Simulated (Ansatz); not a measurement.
# Molecular dynamics of TiSi$_{16}$

input.yaml

```yaml
accuracy: low
crystal:
  lattice:
    - [0.0, 5.43, 5.43]
    - [5.43, 0.0, 5.43]
    - [5.43, 5.43, 0.0]
  atoms:
    - { symbol: Si, position: [0.00232891, 0.00210878, 0.00103497] }
    - { symbol: Si, position: [0.12586921, 0.12562106, 0.12447737] }
    - { symbol: Si, position: [0.00227936, 0.00208142, 0.49497205] }
    - { symbol: Si, position: [0.122601, 0.12252726, 0.62764534] }
    - { symbol: Si, position: [0.00199506, 0.49612614, 0.00111109] }
    - { symbol: Si, position: [0.1219481, 0.62883208, 0.12191315] }
    - { symbol: Si, position: [-0.01081601, 0.50403061, 0.50345401] }
    - { symbol: Si, position: [0.12172221, 0.62879252, 0.62768791] }
    - { symbol: Si, position: [0.49637984, 0.00177377, 0.00108466] }
    - { symbol: Si, position: [0.62906239, 0.12180714, 0.12184409] }
    - { symbol: Si, position: [0.50412274, -0.01094913, 0.50345627] }
    - { symbol: Si, position: [0.62899617, 0.12160738, 0.62764219] }
    - { symbol: Si, position: [0.50372259, 0.50363354, -0.01099083] }
    - { symbol: Si, position: [0.62860394, 0.62835677, 0.12146443] }
    - { symbol: Si, position: [0.50362219, 0.50356898, 0.50365366] }
    - { symbol: Si, position: [0.6250148, 0.62488685, 0.62494251] }
    - { symbol: Ti, position: [0.37548309, 0.37529712, 0.37470363] }
basis:
  ecutwfc: 420.0
kpoints:
  mp_grid: { grid: [2, 2, 2] }
hamiltonian:
  xc: lda
  pseudopotentials: { kind: paw, azcp: { folder: soft_1 } }
scf:
  occupations: { method: fermi_dirac, width: 0.05 }
  lower_state_search: "off"
md:
  timestep: 2
  n_steps: 190
  ensemble: nve
  temperature: 1200.0
  initial_velocities: maxwell_boltzmann
  seed: 641783
```

Run as:

```bash
$ ansatz run input.yaml --threads 1 --pin off --max-ram 3072MiB --backend cpu --events-out ev --progress --plain --runs-dir out
```

It starts from a relaxed structure.

Output, in part (step lines):

```
md step     0: t =     0.00 fs  T =  1200.0 K  F+E_penalty+E_count = -12186.88477870 eV  E_kin = 2.481792 eV  conserved = -12184.40298672 eV  (10 SCF iters)
md step     1: t =     2.00 fs  T =  1187.1 K  F+E_penalty+E_count = -12186.85775466 eV  E_kin = 2.455021 eV  conserved = -12184.40273366 eV  (7 SCF iters)
md step     2: t =     4.00 fs  T =  1151.2 K  F+E_penalty+E_count = -12186.78310614 eV  E_kin = 2.380869 eV  conserved = -12184.40223682 eV  (7 SCF iters)
md step     3: t =     6.00 fs  T =  1096.0 K  F+E_penalty+E_count = -12186.66824373 eV  E_kin = 2.266685 eV  conserved = -12184.40155906 eV  (7 SCF iters)
md step     4: t =     8.00 fs  T =  1026.4 K  F+E_penalty+E_count = -12186.52343162 eV  E_kin = 2.122657 eV  conserved = -12184.40077504 eV  (7 SCF iters)
md step     5: t =    10.00 fs  T =   948.0 K  F+E_penalty+E_count = -12186.36060734 eV  E_kin = 1.960638 eV  conserved = -12184.39996971 eV  (4 SCF iters)
md step     6: t =    12.00 fs  T =   866.9 K  F+E_penalty+E_count = -12186.19207355 eV  E_kin = 1.792842 eV  conserved = -12184.39923165 eV  (4 SCF iters)
md step     7: t =    14.00 fs  T =   788.4 K  F+E_penalty+E_count = -12186.02919373 eV  E_kin = 1.630563 eV  conserved = -12184.39863058 eV  (4 SCF iters)
[... lines left out ...]
md step   190: t =   380.00 fs  T =   471.3 K  F+E_penalty+E_count = -12185.37459749 eV  E_kin = 0.974638 eV  conserved = -12184.39995930 eV  (7 SCF iters)
```

The steps, from the saved trajectory:

```tsv
time (fs)	T (K)	potential energy less start (eV)	conserved less start (meV/atom)
0.0	1200	0.000	0.00
12.0	867	0.693	0.22
24.0	550	1.348	0.29
36.0	562	1.323	0.17
48.0	510	1.429	0.18
60.0	368	1.723	0.21
72.0	306	1.853	0.25
84.0	417	1.622	0.16
96.0	426	1.605	0.22
108.0	477	1.498	0.22
120.0	648	1.144	0.20
132.0	813	0.803	0.13
144.0	761	0.910	0.15
156.0	582	1.281	0.21
168.0	540	1.368	0.23
180.0	667	1.105	0.11
192.0	571	1.305	0.18
204.0	488	1.476	0.24
216.0	629	1.182	0.12
228.0	608	1.227	0.18
240.0	566	1.315	0.18
252.0	531	1.387	0.20
264.0	603	1.237	0.17
276.0	671	1.095	0.11
288.0	558	1.332	0.21
300.0	648	1.144	0.15
312.0	682	1.072	0.09
324.0	503	1.447	0.26
336.0	610	1.222	0.13
348.0	623	1.197	0.17
360.0	596	1.252	0.16
372.0	541	1.366	0.17
```

All steps were run. The conserved energy stayed within 0.31 meV per atom of its start (net change 0.18 meV per atom), so the integration is sound. Over the second half the temperature averaged 0.49 of the 1200 K drawn at the start: a run that starts near a minimum puts about half its kinetic energy into the potential. A run of 0.38 ps of so small a system gives no equilibrium averages. Limits of this set-up: coarse k mesh, PAW files made for another functional, low accuracy level.

Mean squared displacements from the first frame to the last, about the centre of mass: Si 0.09 Å², Ti 0.01 Å².

Last frame:

```xyz
17
Lattice="0.0000 5.4300 5.4300 5.4300 0.0000 5.4300 5.4300 5.4300 0.0000" Properties=species:S:1:pos:R:3
Si 0.106 -0.008 0.045
Si 1.408 1.366 1.409
Si 2.910 2.458 -0.003
Si 4.167 3.888 1.158
Si 2.615 0.277 3.010
Si 4.072 1.585 4.223
Si 5.444 2.707 2.700
Si 6.859 3.972 4.234
Si -0.223 2.623 2.417
Si 1.063 4.060 3.730
Si 2.769 5.269 2.422
Si 4.162 6.608 3.891
Si 2.514 2.972 5.626
Si 3.990 4.401 7.014
Si 5.676 5.356 5.668
Si 6.874 6.813 6.872
Ti 4.009 4.056 4.049
```

Time of the run: 16 min on 1 thread of Arm Neoverse V1, on a shared host, peak memory 0.67 GiB.
